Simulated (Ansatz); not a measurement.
AlGa₅⁺. Total charge 1; doublet. Geometry PBE-D4/def2-SVP, that of the neutral singlet.

| atom | x (Å) | y (Å) | z (Å) |
| --- | --- | --- | --- |
| Al1 | 0.342 | -1.053 | -1.859 |
| Ga2 | 0.394 | 1.490 | -1.474 |
| Ga3 | -1.311 | -1.299 | 0.070 |
| Ga4 | 0.925 | 1.049 | 1.625 |
| Ga5 | -1.310 | 1.299 | 0.423 |
| Ga6 | 0.960 | -1.486 | 1.216 |

B3LYP takes the VWN-RPA correlation. The structure comes from a short search, and lower isomers may exist.

Question: Estimate the α-spin orbital energies around the gap (eV) in Ansatz with PBE-D4/def2-TZVP, B3LYP-D4/def2-TZVP, PBE0-D4/def2-TZVP.

Answer: 
| orbital | PBE-D4/def2-TZVP | B3LYP-D4/def2-TZVP | PBE0-D4/def2-TZVP |
| --- | --- | --- | --- |
| HOMO−5 | -13.09 | -13.96 | -14.17 |
| HOMO−4 | -11.29 | -11.96 | -12.05 |
| HOMO−3 | -10.26 | -10.79 | -10.83 |
| HOMO−2 | -9.43 | -9.86 | -10.11 |
| HOMO−1 | -9.10 | -9.51 | -9.78 |
| HOMO | -9.05 | -9.42 | -9.61 |
| LUMO | -8.12 | -7.58 | -7.52 |
| LUMO+1 | -7.25 | -6.77 | -6.67 |
| LUMO+2 | -7.09 | -6.62 | -6.51 |
| LUMO+3 | -6.92 | -6.44 | -6.37 |
| LUMO+4 | -6.34 | -5.82 | -5.70 |
| LUMO+5 | -5.98 | -5.38 | -5.22 |
| β HOMO | -8.98 | -9.37 | -9.55 |
| β LUMO | -8.62 | -8.08 | -7.95 |
